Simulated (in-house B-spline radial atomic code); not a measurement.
Neutral carbon is squeezed into an impenetrable sphere of radius R (the orbitals vanish at R). No spin polarisation. Level of theory: non-relativistic Hartree-Fock, average of configuration, point nucleus; calculated with a B-spline radial code for spherical atoms.

Energies in eV above the free atom in [He] 2s2 2p2:

```
R (bohr)  highest level (eV)  [He] 2s2 2p2  [He] 2s1 2p3  -dE/dV in [He] 2s2 2p2 (GPa)
    7.59               -11.1      0.008328         8.785                        0.0194
    5.66               -10.9        0.1669         9.015                         0.697
    4.83               -10.4        0.6111         9.591                          3.55
    4.35               -9.85         1.308         10.44                          9.49
    3.75                -8.4          3.44         12.88                          34.3
    2.82               -2.02          16.3         26.49                           305
    2.57                1.63         25.23         35.54                           582
    2.25                8.83         45.02         55.08                          1420
    1.95                  20         79.71         88.41                          3540
    1.43                70.6           240         235.6                         23400
```

Question: Does [He] 2s1 2p3 fall below [He] 2s2 2p2 under compression?

Answer: Yes, between R = 1.95 and 1.43 bohr the order changes (near 1.6 bohr by linear interpolation).

The highest level is first positive in the row R = 2.57 bohr, pushed up by confinement above the zero of the free ion's potential. Each configuration is held fixed and needn't be the lowest in the sphere.
